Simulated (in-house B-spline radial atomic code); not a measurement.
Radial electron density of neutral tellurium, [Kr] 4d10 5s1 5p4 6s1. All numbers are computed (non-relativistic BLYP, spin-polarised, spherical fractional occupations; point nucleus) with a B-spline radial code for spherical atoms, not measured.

Columns: r (bohr), 4πr²n(r) (electrons per bohr), bar.

```
 0.00156    2.578 #
 0.00197     3.94 ##
 0.00248    5.921 ###
 0.00313    8.815 #####
 0.00396    12.94 #######
   0.005    18.53 ##########
 0.00631    25.76 #############
 0.00797    34.62 ##################
  0.0101    44.65 #######################
  0.0127    54.15 ############################
   0.016    61.69 ################################
  0.0202    65.29 ##################################
  0.0256    64.01 #################################
  0.0323    59.79 ###############################
  0.0407    57.47 ##############################
  0.0514     62.1 ################################
  0.0649    73.74 #######################################
   0.082    84.16 ############################################
   0.103    82.99 ###########################################
   0.131    70.21 #####################################
   0.165    61.66 ################################
   0.208    66.53 ###################################
   0.263    71.18 #####################################
   0.332     56.8 ##############################
   0.419     32.8 #################
   0.529    22.66 ############
   0.668    26.01 ##############
   0.843    24.89 #############
    1.06    15.99 ########
    1.34     7.77 ####
     1.7    4.247 ##
    2.14    3.051 ##
    2.71    1.932 #
    3.42   0.9397 
    4.31   0.4274 
    5.45    0.255 
    6.88   0.1657 
    8.68  0.07796 
      11  0.02204 
    13.8 0.003819 
    17.5 0.0003133 
    22.1 1.219e-05
```

On this grid the curve has 4 maxima, near 0.0202, 0.082, 0.263, 0.668 bohr.

The 5p up radial function P(r) = rR(r), positive near the nucleus:

```json
{"r (bohr)": "0.00197", "P": "0.0008088"}
{"r (bohr)": "0.00313", "P": "0.001981"}
{"r (bohr)": "0.005", "P": "0.004813"}
{"r (bohr)": "0.00797", "P": "0.01131"}
{"r (bohr)": "0.0127", "P": "0.02535"}
{"r (bohr)": "0.0202", "P": "0.05252"}
{"r (bohr)": "0.0323", "P": "0.09651"}
{"r (bohr)": "0.0514", "P": "0.1409"}
{"r (bohr)": "0.082", "P": "0.1278"}
{"r (bohr)": "0.131", "P": "-0.01771"}
{"r (bohr)": "0.208", "P": "-0.2044"}
{"r (bohr)": "0.332", "P": "-0.103"}
{"r (bohr)": "0.529", "P": "0.2763"}
{"r (bohr)": "0.843", "P": "0.2152"}
{"r (bohr)": "1.34", "P": "-0.3948"}
{"r (bohr)": "2.14", "P": "-0.7234"}
{"r (bohr)": "3.42", "P": "-0.4364"}
{"r (bohr)": "5.45", "P": "-0.1059"}
{"r (bohr)": "8.68", "P": "-0.008215"}
```
